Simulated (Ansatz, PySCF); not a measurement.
Ga(OMe)(PH2)2 (CH₇GaOP₂), SMILES C[O][Ga]([PH2])[PH2]. Atoms are numbered in the order given.

```xyz
12

Ga     0.0946    -0.1965     0.1708
O     -0.7140    -1.6569    -0.4956
C     -1.6858    -1.6960    -1.5061
H     -1.8862    -0.7076    -1.9670
H     -1.3670    -2.3766    -2.3172
H     -2.6463    -2.0774    -1.1113
P      1.7820    -0.7242     1.6928
H      0.9544    -1.6673     2.3764
H      1.4508     0.3592     2.5655
P     -0.4596     1.8704    -0.7956
H     -0.2709     2.5713     0.4358
H     -1.8595     1.6700    -0.5803
```
Charge 0, spin multiplicity 1.

Geometry: B3LYP-D3(BJ)/def2-SVP. The values are those of a single conformer.

Two levels are set side by side: PBE-D3(BJ)/def2-SVP (Ansatz, a first-principles code) and B3LYP-D3(BJ)/def2-SVP (Ansatz). Each level has its own optimised geometry; the coordinates shown are those of the second. Frequencies come from the Hessian of PySCF at each geometry. Differences are taken from unrounded values.

| quantity | B3LYP-D3(BJ) |
|---|---|
| mean bond length (Å) | 1.538 |
| bond Ga1–O2 (Å) | 1.797 |
| bond Ga1–P7 (Å) | 2.333 |
| bond Ga1–P10 (Å) | 2.348 |
| bond O2–C3 (Å) | 1.403 |
| bond C3–H4 (Å) | 1.109 |
| bond C3–H5 (Å) | 1.106 |
| bond C3–H6 (Å) | 1.106 |
| bond P7–H8 (Å) | 1.429 |
| bond P7–H9 (Å) | 1.430 |
| bond P10–H11 (Å) | 1.429 |
| bond P10–H12 (Å) | 1.430 |
| highest harmonic wavenumber (cm⁻¹) | 3051 |
| mean harmonic wavenumber (cm⁻¹) | 1110 |
| zero-point energy (kcal/mol) | 47.59 |

**Question.** What does PBE-D3(BJ) give, and how far is it from B3LYP-D3(BJ)? (An estimate is asked for; the answer gives what the named calculation found.)

**Answer.** 
```
quantity                            PBE-D3(BJ)  PBE-D3(BJ) minus B3LYP-D3(BJ)
----------------------------------  ----------  -----------------------------
mean bond length (Å)                     1.547                          0.009
bond Ga1–O2 (Å)                          1.812                          0.014
bond Ga1–P7 (Å)                          2.333                          0.000
bond Ga1–P10 (Å)                         2.350                          0.002
bond O2–C3 (Å)                           1.408                          0.006
bond C3–H4 (Å)                           1.118                          0.009
bond C3–H5 (Å)                           1.114                          0.008
bond C3–H6 (Å)                           1.115                          0.008
bond P7–H8 (Å)                           1.441                          0.012
bond P7–H9 (Å)                           1.442                          0.012
bond P10–H11 (Å)                         1.441                          0.012
bond P10–H12 (Å)                         1.443                          0.012
highest harmonic wavenumber (cm⁻¹)        2988                            -64
mean harmonic wavenumber (cm⁻¹)           1078                            -32
zero-point energy (kcal/mol)             46.22                          -1.37
```

GGA bonds tend to be longer and softer than those of functionals with exact exchange. Differences between two approximate levels are no errors against the true value.
